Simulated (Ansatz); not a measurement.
Input for Ansatz (a quantum-chemistry and plane-wave program): U-SVWN5/def2-TZVPP on S (SMILES [S]).

Ansatz 0.2 input:
```yaml
crystal:
  periodic: [false, false, false]
  atoms:
    - {symbol: S, position_ang: [0.00000000, 0.00000000, 0.00000000]}
basis:
  gaussian:
    orbitals: def2-TZVPP
hamiltonian:
  xc: {name: SVWN5}
magnetization: {spin_polarized: true, initial_magnetization: 2}
```

The log:

```
WARN ansatz: RAYON_NUM_THREADS=4 ignored (pool sized by the plan → 4); use --threads N
Functional definition: SVWN5
integrals: 0.00 GiB planned
284 factors; their error is unknown
mean field: 0.12 GiB planned
mean field evaluation 1: about -10795.3280 eV, gradient 5.2e0 eV
mean field evaluation 2: about -10795.2100 eV, gradient 7.3e0 eV
mean field evaluation 4: about -10795.4394 eV, gradient 2.8e0 eV
mean field evaluation 8: about -10795.4801 eV, gradient 1.9e-1 eV
mean field evaluation 16: about -10795.4774 eV, gradient 1.2e-5 eV
mean field evaluation 32: about -10795.2768 eV, gradient 6.1e0 eV
mean field -10795.47735930 eV, -396.7264755168 hartree, gradient 1.8e-6 eV, S^2 2.002014; 3 other end points of the search recorded, 0 dependent functions left out
reference -10795.47737666 eV, -396.7264761548 hartree; 9, 7 occupied and 33, 35 virtual orbitals, 284 factors
Total energy: -10795.47737666 eV, -396.7264761548 hartree
```

The calculation finished and met its thresholds.

Cost: very roughly 0.5 core-seconds.
